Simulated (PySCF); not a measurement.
C3H10Si3, SMILES [SiH3]C#C[SiH2][SiH2]C.

Coordinates come from a PBE0-D3(BJ)/def2-SVP optimisation. The structure was generated by enumeration, and PubChem lists no compound with its InChIKey, so it may never have been made. One conformer was computed; it need not be the lowest.

These are TDA-ωB97X/def2-SVPD (PySCF 2.14.0) values and carry that method's errors.

Vertical excitations. The molecule is in vacuum.

**Question.** Estimate the UV-visible absorptions. (An estimate is asked for; the answer gives what the named calculation found.)

**Answer.** 
| state | energy (eV) | λ (nm) | f | main pairs |
|---|---|---|---|---|
| S1 | 5.50 | 226 | 0.001 | HOMO→LUMO+1 51 %, HOMO−1→LUMO 14 %, HOMO−2→LUMO+1 14 % |
| S2 | 5.76 | 215 | 0.017 | HOMO−1→LUMO+1 35 %, HOMO→LUMO 34 %, HOMO−2→LUMO 8 % |
| S3 | 5.80 | 214 | 0.002 | HOMO−1→LUMO 60 %, HOMO→LUMO+1 12 % |
| S4 | 7.11 | 174 | 0.179 | HOMO→LUMO+2 32 %, HOMO→LUMO 19 %, HOMO−2→LUMO 10 %, HOMO→LUMO+4 10 % |
| S5 | 7.34 | 169 | 0.042 | HOMO−2→LUMO+1 34 %, HOMO→LUMO+3 19 %, HOMO→LUMO+1 15 %, HOMO→LUMO+7 9 % |
| S6 | 7.59 | 163 | 0.757 | HOMO→LUMO+2 32 %, HOMO→LUMO 23 %, HOMO−1→LUMO+1 11 %, HOMO−2→LUMO 10 % |
| T1 | 4.58 | 271 | 0 | HOMO−1→LUMO+1 32 %, HOMO→LUMO 30 %, HOMO−2→LUMO 10 % |
| T2 | 5.04 | 246 | 0 | HOMO→LUMO+1 35 %, HOMO−1→LUMO 18 %, HOMO−2→LUMO+1 10 %, HOMO→LUMO 10 % |
Triplets are in the Tamm–Dancoff approximation.
